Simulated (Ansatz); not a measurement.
```yaml
crystal:
  periodic: [false, false, false]
  atoms:
    - {symbol: F, position_ang: [-0.243444, -3.871881, 4.268975]}
    - {symbol: C, position_ang: [0.353696, -0.749927, 1.437923]}
    - {symbol: C, position_ang: [1.176071, 1.314228, 1.391099]}
    - {symbol: In, position_ang: [-0.276111, 1.877357, -3.445080]}
    - {symbol: S, position_ang: [-2.179714, -4.039335, -0.675826]}
    - {symbol: H, position_ang: [2.285434, 2.418094, 2.809944]}
    - {symbol: H, position_ang: [-1.630885, 3.031397, -5.998884]}
basis:
  gaussian: {orbitals: def2-SVPD}
hamiltonian: {xc: {name: CAM-B3LYP}}
output: {forces: true}
```

```sh
$ ansatz run in.yaml --threads 2 --pin off --events-out ev --progress --plain --max-ram 22528MiB --backend cpu
```

It prints (some lines left out):

```
Functional definition: CAM-B3LYP
1454 factors; integrals over basis functions are off by at most 3.0e-4 eV
492 factors; integrals over basis functions are off by at most 7.1e-5 eV
mean field evaluation 1: about -20744.1497 eV, gradient 7.6e1 eV
mean field evaluation 2: about -19696.4985 eV, gradient 3.3e2 eV
mean field evaluation 4: about -20287.3433 eV, gradient 2.4e2 eV
mean field evaluation 8: about -20794.0104 eV, gradient 1.3e1 eV
mean field evaluation 16: about -20795.3248 eV, gradient 4.8e-1 eV
mean field evaluation 32: about -20795.4248 eV, gradient 1.7e-1 eV
mean field evaluation 64: about -20795.4257 eV, gradient 8.1e-1 eV
mean field -20795.43339953 eV, -764.2180817816 hartree, gradient 3.5e-7 eV, S^2 0.000000; 6 other end points of the search recorded, 0 dependent functions left out
reference -20795.43362084 eV, -764.2180899147 hartree; 30, 30 occupied and 108, 108 virtual orbitals, 1454 factors
Total energy: -20795.43362084 eV, -764.2180899147 hartree
Atom 0 at    -0.243444    -3.871881     4.268975 Å, force     0.024690     0.279193    -0.257065 eV/Å
Atom 1 at     0.353696    -0.749927     1.437923 Å, force     1.823749     3.771819     0.432360 eV/Å
Atom 2 at     1.176071     1.314228     1.391099 Å, force    -0.272747    -1.965418     1.585357 eV/Å
Atom 3 at    -0.276111     1.877357    -3.445080 Å, force    -0.554833     0.450260    -1.018430 eV/Å
Atom 4 at    -2.179714    -4.039335    -0.675826 Å, force     0.024266     0.018118     0.042288 eV/Å
Atom 5 at     2.285434     2.418094     2.809944 Å, force    -1.619996    -2.066241    -1.865456 eV/Å
Atom 6 at    -1.630885     3.031397    -5.998884 Å, force     0.574872    -0.487731     1.080944 eV/Å
Dipole moment:     0.734109     2.237455    -1.821773 e Å
```

Task: Something in this input is off. What?

Result: The geometry is stretched to more than twice its size. The run converged. The result belongs to that input, not to the molecule as meant.
